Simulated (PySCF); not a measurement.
In(Me)2 (C2H6In), SMILES [CH3][In][CH3], multiplicity 2.

Geometry optimised at PBE0-D3(BJ)/def2-SVP. The multiplicity is an assumed one; other spin states were not compared. The isomer is the one that the SMILES or the coordinates give; other isomers of the formula were not compared. The def2 effective core potentials stand for the cores of In; spin–orbit coupling is left out.

All values below come from r2SCAN/def2-TZVPD run with PySCF.

```yaml
total_energy: -269.96553 hartree
point_group: C2
"α spin, highest occupied and lowest empty level": -4.29 and -1.94 eV
"β spin, highest occupied and lowest empty level": -5.92 and -2.76 eV
dipole_moment: 0.20 D
quadrupole, principal values (traceless, Buckingham form, about the centre of nuclear charge): -3.59, -1.80, 5.40 D·Å
mean_static_polarisability: 81.0 bohr³ (12.00 Å³)
polarisability_principal_values: 65.4, 76.6, 100.9 bohr³
"⟨S²⟩": 0.755 (pure state 0.75)
```
